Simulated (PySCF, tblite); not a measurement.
Compound: C7H10.
Bonds: C1–C2 (double), C2–C3, C3–C4 (double), C3–C5, C5–C6 (double), C5–C7. Hydrogens: H8, H9 on C1; H10 on C2; H11, H12 on C4; H13, H14 on C6; H15, H16, H17 on C7.

Computed with GFN2-xTB (tblite), gas phase: nudged elastic band of 9 images (0 to 8), spring 0.2 eV/Å², climbing image at the end, force threshold 0.05 eV/Å. No saddle search or frequency run followed, so the top image need not be a first-order saddle, and its height can exceed the method's true barrier by a kcal/mol or more.

Path: rotation about C3–C5 (fully substituted alkene carbon, fully substituted alkene carbon), followed by the dihedral C2–C3–C5–C7.

Image 0 (start, dihedral -99°):
```
atom  x, y, z in Å
C1      0.811    1.917    0.888
C2      1.196    1.210   -0.168
C3      0.513    0.026   -0.670
C4      0.972   -0.638   -1.731
C5     -0.710   -0.430    0.042
C6     -1.884    0.141   -0.172
C7     -0.506   -1.559    1.006
H8     -0.067    1.656    1.456
H9      1.358    2.784    1.218
H10     2.081    1.500   -0.720
H11     1.857   -0.322   -2.259
H12     0.471   -1.512   -2.111
H13    -2.776   -0.183    0.337
H14    -1.996    0.953   -0.870
H15    -0.093   -2.424    0.488
H16     0.208   -1.267    1.776
H17    -1.443   -1.841    1.480
```

Image 8 (end, -0.002 eV, dihedral 80°):
```
atom  x, y, z in Å
C1      1.998    0.106    1.005
C2      1.526    0.714   -0.077
C3      0.244    0.420   -0.703
C4     -0.089    0.953   -1.878
C5     -0.692   -0.486    0.013
C6     -0.822   -1.758   -0.323
C7     -1.474    0.160    1.117
H8      1.444   -0.669    1.508
H9      2.961    0.352    1.419
H10     2.118    1.474   -0.572
H11     0.571    1.621   -2.406
H12    -1.031    0.731   -2.350
H13    -1.501   -2.416    0.193
H14    -0.248   -2.192   -1.125
H15    -0.801    0.624    1.836
H16    -2.110    0.945    0.706
H17    -2.100   -0.567    1.628
```

Question: What do the inner images look like?

Answer: 
Image 1: +0.006 eV, dihedral -76°
```
atom  x, y, z in Å
C1      0.969    1.746    1.033
C2      1.269    1.115   -0.096
C3      0.478    0.055   -0.705
C4      0.826   -0.475   -1.878
C5     -0.734   -0.429    0.006
C6     -1.946   -0.096   -0.407
C7     -0.487   -1.336    1.174
H8      0.085    1.513    1.603
H9      1.597    2.527    1.426
H10     2.158    1.395   -0.648
H11     1.702   -0.145   -2.412
H12     0.246   -1.256   -2.338
H13    -2.834   -0.448    0.090
H14    -2.094    0.550   -1.256
H15     0.071   -2.214    0.849
H16     0.111   -0.833    1.933
H17    -1.426   -1.658    1.618
```

Image 2: +0.057 eV, dihedral -54°
```
atom  x, y, z in Å
C1      1.194    1.632    1.128
C2      1.346    1.024   -0.042
C3      0.429    0.100   -0.701
C4      0.673   -0.259   -1.966
C5     -0.761   -0.452   -0.011
C6     -1.954   -0.398   -0.590
C7     -0.558   -1.146    1.303
H8      0.329    1.500    1.754
H9      1.946    2.307    1.502
H10     2.233    1.243   -0.625
H11     1.523    0.121   -2.508
H12     0.032   -0.943   -2.494
H13    -2.828   -0.830   -0.131
H14    -2.104    0.089   -1.539
H15     0.208   -1.914    1.205
H16    -0.228   -0.454    2.074
H17    -1.485   -1.609    1.631
```

Image 3: +0.146 eV, dihedral -33°
```
atom  x, y, z in Å
C1      1.434    1.423    1.209
C2      1.370    0.977   -0.040
C3      0.378    0.142   -0.714
C4      0.574   -0.082   -2.022
C5     -0.789   -0.473   -0.043
C6     -1.926   -0.666   -0.706
C7     -0.681   -0.918    1.386
H8      0.704    1.218    1.969
H9      2.263    2.038    1.518
H10     2.171    1.276   -0.707
H11     1.404    0.358   -2.549
H12    -0.078   -0.708   -2.604
H13    -2.768   -1.154   -0.244
H14    -2.070   -0.341   -1.721
H15     0.283   -1.381    1.586
H16    -0.803   -0.071    2.058
H17    -1.473   -1.628    1.614
```

Image 4 (top): +0.261 eV, dihedral -9°
```
atom  x, y, z in Å
C1      1.629    1.175    1.260
C2      1.376    0.944   -0.022
C3      0.332    0.189   -0.723
C4      0.472    0.147   -2.059
C5     -0.798   -0.505   -0.067
C6     -1.814   -1.013   -0.765
C7     -0.831   -0.646    1.427
H8      1.048    0.822    2.088
H9      2.491    1.766    1.528
H10     2.076    1.382   -0.726
H11     1.284    0.656   -2.551
H12    -0.197   -0.386   -2.708
H13    -2.622   -1.528   -0.272
H14    -1.902   -0.946   -1.834
H15     0.088   -1.091    1.800
H16    -0.974    0.327    1.894
H17    -1.665   -1.281    1.720
```

Image 5: +0.245 eV, dihedral 13°
```
atom  x, y, z in Å
C1      1.750    0.983    1.258
C2      1.418    0.882   -0.023
C3      0.309    0.227   -0.724
C4      0.322    0.370   -2.059
C5     -0.782   -0.526   -0.066
C6     -1.613   -1.307   -0.756
C7     -0.975   -0.427    1.420
H8      1.213    0.552    2.080
H9      2.632    1.540    1.532
H10     2.081    1.380   -0.723
H11     1.115    0.905   -2.555
H12    -0.440   -0.027   -2.703
H13    -2.416   -1.830   -0.265
H14    -1.541   -1.470   -1.815
H15    -0.177   -0.958    1.938
H16    -0.985    0.610    1.749
H17    -1.917   -0.891    1.702
```

Image 6: +0.136 eV, dihedral 35°
```
atom  x, y, z in Å
C1      1.902    0.692    1.202
C2      1.440    0.870   -0.029
C3      0.286    0.285   -0.711
C4      0.173    0.534   -2.023
C5     -0.753   -0.524   -0.037
C6     -1.362   -1.516   -0.682
C7     -1.161   -0.187    1.367
H8      1.457    0.042    1.931
H9      2.788    1.213    1.527
H10     2.003    1.536   -0.674
H11     0.915    1.110   -2.552
H12    -0.654    0.174   -2.609
H13    -2.156   -2.080   -0.223
H14    -1.092   -1.810   -1.681
H15    -0.416   -0.531    2.080
H16    -1.280    0.887    1.493
H17    -2.098   -0.683    1.611
```

Image 7: +0.037 eV, dihedral 57°
```
atom  x, y, z in Å
C1      1.966    0.383    1.124
C2      1.482    0.809   -0.037
C3      0.268    0.356   -0.705
C4      0.041    0.720   -1.970
C5     -0.718   -0.503   -0.006
C6     -1.110   -1.649   -0.546
C7     -1.308    0.015    1.271
H8      1.484   -0.374    1.717
H9      2.886    0.779    1.521
H10     2.043    1.549   -0.596
H11     0.734    1.338   -2.516
H12    -0.845    0.409   -2.498
H13    -1.852   -2.273   -0.076
H14    -0.696   -2.011   -1.472
H15    -0.544    0.176    2.027
H16    -1.793    0.974    1.091
H17    -2.044   -0.684    1.660
```

The largest changes of bonds and angles from start to top: C3=C4 1.333 → 1.344 Å, C2–C3 1.456 → 1.467 Å, C5=C6 1.323 → 1.333 Å, C3–C5 1.487 → 1.480 Å, C1–C2–C3 124.8 → 133.4°, C2–C3–C5 118.0 → 125.0°, C2–C3–C4 121.2 → 114.6°. GFN2-xTB torsional profiles can miss by a kcal/mol or more and can put conformers in the wrong order.

Question: What do single points at PBE0/pcSseg-1 (PySCF, no dispersion term) give on some images?

Answer: 
```csv
image,GFN2-xTB E (eV),DFT E (eV),HOMO (eV),LUMO (eV),dipole (D)
0,0.000,0.000,-6.67,-0.78,0.35
2,0.057,0.023,-6.70,-0.88,0.31
4,0.261,0.280,-6.34,-1.28,0.12
6,0.136,0.123,-6.52,-1.05,0.25
8,-0.002,-0.024,-6.78,-0.79,0.34
```

Energies count from image 0 at each level. At the GFN2-xTB top the DFT energy is 6.5 kcal/mol against 6.0; the geometries weren't optimised at the DFT level.

The cost below is that of the whole band run. On an Intel Xeon Platinum 8488C with one thread, shared host with 192 logical CPUs at a one-minute load of 79, this took 3.5 s wall and 0.18 GiB of memory at its peak.
